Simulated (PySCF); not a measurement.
Sn(Me)(NH2) (CH5NSn), SMILES [CH3][Sn][NH2] (connectivity only; charge and spin as stated), neutral, multiplicity 1.

Coordinates come from a B3LYP-D3(BJ)/def2-SVP optimisation. The def2 effective core potentials stand for the cores of Sn; spin–orbit coupling is left out. One conformer was computed; it need not be the lowest.

The numbers are results of IEF-PCM-M06-2X/def2-SVP run with PySCF, not measurements.

The values are the electrostatic part of the solvation free energy, E(continuum) − E(gas) at the gas-phase geometry, in a cavity of scaled van der Waals radii (PySCF's table); cavitation and dispersion terms are not included. A continuum can't describe solvent molecules that bind to the metal. In vacuum the orbital gap is 6.36 eV. The dipole moment in vacuum is 0.73 D.

Computed values in water (ε = 78.36), toluene (ε = 2.37), n-hexane (ε = 1.88):
```tsv
solvent	ε	ΔG(elec) (kcal/mol)	dipole (D)	gap (eV)
water	78.36	-2.8	0.88	6.47
toluene	2.37	-1.3	0.81	6.41
n-hexane	1.88	-1.0	0.79	6.40
```
